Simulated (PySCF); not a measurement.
**What builds the second ionisation energy along group 8**

Calculated with PySCF 2.14 from differences of total energies of unrestricted determinants, without spin-orbit coupling. Each column adds one step, in eV (sums use unrounded values): valence MP2, valence CCSD, valence triples, then the next inner shell at CCSD(T) (Fe 3s 3p, Ru 4s 4p, Os 5s 5p). References (NIST) marked * lie between the lowest fine-structure levels; the others compare directly ((s) semi-empirical, (t) theoretical).

```json
{"element": "Fe [Ar] 3d6 4s1 → [Ar] 3d6 (def2-TZVPPD, non-relativistic)", "UHF": "15.115", "+ MP2": "0.536", "+ CCSD": "0.014", "+ (T)": "0.027", "+ inner shell": "0.209", "sum": "15.900", "reference": "16.199 *"}
{"element": "Ru [Kr] 4d7 → [Kr] 4d6 (def2-TZVPPD with the def2 core potential (28 electrons), ECP)", "UHF": "14.972", "+ MP2": "1.357", "+ CCSD": "-0.066", "+ (T)": "0.070", "+ inner shell": "0.007", "sum": "16.339", "reference": "16.76 ± 0.06 (s) *"}
{"element": "Os [Xe] 4f14 5d6 6s1 → [Xe] 4f14 5d6 (def2-TZVPPD with the def2 core potential (60 electrons), ECP)", "UHF": "16.004", "+ MP2": "0.785", "+ CCSD": "-0.060", "+ (T)": "0.022", "+ inner shell": "0.235", "sum": "16.987", "reference": "17 ± 1 (s) *"}
```

What remains against the references is mostly basis incompleteness and, for starred values, spin-orbit coupling.

These are valence bases, so the inner-shell step is incomplete.
